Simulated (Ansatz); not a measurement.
Consider the ligand exchange at a Ta–N bond: `[NH]=[Ta]([NH2])([NH2])[F]` + H–F → `[NH]=[Ta]([NH2])([F])[F]` + NH₃.

Gas-phase electronic energies from Ansatz, PBE0-D4/def2-TZVP geometries. CCSD(T)/CBS adds triple-zeta CCSD(T) − MP2 to the extrapolated MP2 energy (def2 sets, frozen cores). This one scheme is used for every species. Functionals use def2-TZVPP. def2 core potentials past Kr. For Ta outer-core shells are correlated without core-valence functions, which leaves a few kJ/mol of doubt a bond. One conformer a species, not always the lowest.

`[NH]=[Ta]([NH2])([NH2])[F]`:

Z-matrix (Å, degrees):
```
Ta
N 1 1.983
N 1 1.983 2 112.2
N 1 1.767 2 105.7 3 -114.7
F 1 1.903 2 109.3 3 121.4
H 2 1.008 1 125.3 3 113.9
H 2 1.010 1 124.5 3 -60.2
H 3 1.011 1 124.5 2 60.2
H 3 1.008 1 125.3 2 -113.9
H 4 1.006 1 168.9 2 -120.4
```

H–F:

```xyz
2

F    -0.137   -0.190   -0.396
H     0.137    0.190    0.396
```

`[NH]=[Ta]([NH2])([F])[F]`:

```xyz
8

N    -1.024    0.069   -1.352
Ta   -0.297    0.555    0.175
N     1.027   -0.855    0.524
F     0.553    2.237    0.029
F    -1.580    0.615    1.561
H    -1.514   -0.101   -2.214
H     1.212   -1.652   -0.063
H     1.623   -0.869    1.340
```

NH₃:

Z-matrix (Å, degrees):
```
N
H 1 1.013
H 1 1.013 2 107.1
H 1 1.013 2 107.1 3 -114.5
```

```csv
species,r2SCAN0-D4 energy (Eh)
`[NH]=[Ta]([NH2])([NH2])[F]`,-324.25005
H–F,-100.43391
`[NH]=[Ta]([NH2])([F])[F]`,-368.17726
NH₃,-56.54149
```

**Question.** Work out ΔE.

**Answer.** ΔE = (-368.17726) + (-56.54149) − (-324.25005) − (-100.43391) = -0.03479 Eh = -21.8 kcal/mol. CCSD(T)/CBS gives -19.1 kcal/mol.

Largest T1 diagnostic among the species: 0.018.

From BLYP to BHLYP (50 % exact exchange), in def2-TZVPP and without D4, ΔE moves by +1.2 kcal/mol. The D4 term adds +1.4 kcal/mol with B3LYP and +0.8 kcal/mol with PBE0; it sums over pairs of atoms, weighted by their polarisabilities, and B3LYP, whose exchange is more repulsive, gets the larger term. In def2-TZVPP, CCSD(T) changes the Hartree–Fock value by +4.1 kcal/mol (the triples alone add +0.5 kcal/mol) and MP2 by +5.1 kcal/mol.

B3LYP here is the variant with VWN-RPA as its local correlation; programs differ in this.
